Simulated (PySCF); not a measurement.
Bond length, frequency and bond energy of KCl by level of theory

State: ¹Σ⁺ (singlet), closed shell. Set-up: PySCF, no relativity, basis sets K pcseg-1, Cl pcseg-1. De refers to K + Cl in their high-spin ground configurations, without counterpoise correction. A positive dipole means K(−)Cl(+).

```tsv
Level	Re (Å)	ωe (cm⁻¹)	De (eV)	μ (D)
RHF	2.764	260	3.33	-11.43
RHF-MP2	2.739	262	4.08	n/a
RHF-SCS-MP2	2.745	261	4.01	n/a
RHF-CCSD	2.746	260	3.93	n/a
RHF-CCSD(T)	2.745	260	3.96	n/a
LDA	2.613	293	4.71	-9.56
PBE	2.671	273	4.32	-9.91
BLYP	2.692	268	4.15	-9.87
r²SCAN	2.683	276	4.49	-10.43
PBE0	2.676	275	4.31	-10.37
r²SCAN0	2.685	276	4.40	-10.63
LC-ωPBE	2.681	275	4.41	-10.71
```

The bond length runs from 2.613 Å (LDA) to 2.764 Å (RHF). De spans 3.33 eV (RHF, mean field) to 4.71 eV (LDA, local density). Correlation at CCSD(T) changes the Hartree–Fock bond energy by +0.63 eV; the triples alone change it by +0.03 eV.

Correlated steps freeze 10 core orbitals. Correlated levels converge slowly with the basis: in double zeta they bind strong bonds too weakly, by up to about 1 eV, and carry superposition errors of some tenths. Where the molecule has an RHF reference, its open-shell atoms are computed with UHF.
